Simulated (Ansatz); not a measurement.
Ansatz (a first-principles code) input (CCSD(T)/6-31G):

Ansatz 0.2 input:
```yaml
crystal:
  periodic: [false, false, false]
  atoms:
    - {symbol: Ge, position_ang: [-0.10821585, 0.27256027, -0.13785400]}
    - {symbol: O, position_ang: [-1.22851902, -0.99397578, -0.04157921]}
    - {symbol: F, position_ang: [1.47678438, -0.08556918, 0.52710684]}
basis:
  gaussian:
    orbitals: 6-31G
magnetization: {spin_polarized: true, initial_magnetization: 1}
correlation: {method: ccsd_t, electrons: outside_noble_gas}
```

End of the output:

```
mean field evaluation 288: about -61205.3242 eV, gradient 2.5e-3 eV
mean field evaluation 320: about -61199.5343 eV, gradient 1.2e1 eV
mean field evaluation 352: about -61204.6880 eV, gradient 8.3e-1 eV
mean field -61205.93394348 eV, -2249.2765855508 hartree, gradient 1.4e-6 eV, S^2 0.771809; 12 other end points of the search recorded, 0 dependent functions left out
determinant -61205.93394348 eV, -2249.2765855508 hartree, with singles and doubles -61213.71632739 eV, -2249.5625828843 hartree
determinant -61205.32415517 eV, -2249.2541762437 hartree, with singles and doubles -61212.66171300 eV, -2249.5238265202 hartree
determinant -61204.80672999 eV, -2249.2351612190 hartree, with singles and doubles -61212.63891720 eV, -2249.5229887904 hartree
determinant -61203.23489451 eV, -2249.1773973307 hartree, with singles and doubles -61210.12047035 eV, -2249.4304375754 hartree
16 core orbitals not correlated
reference -61205.93394348 eV, -2249.2765855508 hartree; 9, 8 occupied and 22, 23 virtual orbitals, 410 factors
second order -7.27638014 eV of doubles, -0.00000000 eV of singles
coupled cluster: 0.08 GiB planned
cycle   1  -7.78909288 eV  change   -6.7e-3 eV  update   1.8e-2
cycle   2  -7.80634616 eV  change   -1.7e-2 eV  update   1.6e-2
cycle   3  -7.85764905 eV  change   -5.1e-2 eV  update   1.4e-2
cycle   4  -7.87950514 eV  change   -2.2e-2 eV  update   7.8e-3
cycle   5  -7.90417834 eV  change   -2.5e-2 eV  update   3.9e-3
cycle   6  -7.90924656 eV  change   -5.1e-3 eV  update   1.7e-3
cycle   7  -7.91041935 eV  change   -1.2e-3 eV  update   8.8e-4
cycle   8  -7.90959172 eV  change    8.3e-4 eV  update   5.2e-4
cycle   9  -7.90894970 eV  change    6.4e-4 eV  update   2.6e-4
cycle  10  -7.90872915 eV  change    2.2e-4 eV  update   1.4e-4
cycle  11  -7.90862775 eV  change    1.0e-4 eV  update   7.6e-5
cycle  12  -7.90857155 eV  change    5.6e-5 eV  update   3.5e-5
cycle  13  -7.90854702 eV  change    2.5e-5 eV  update   1.7e-5
cycle  14  -7.90852994 eV  change    1.7e-5 eV  update   6.8e-6
cycle  15  -7.90852851 eV  change    1.4e-6 eV  update   2.7e-6
coupled cluster: 0.08 GiB planned
perturbative correction -0.20597090 eV, -0.0075692909 hartree
Total energy: -61214.04844288 eV, -2249.5747879037 hartree
```

It need not be the lowest isomer of its formula.
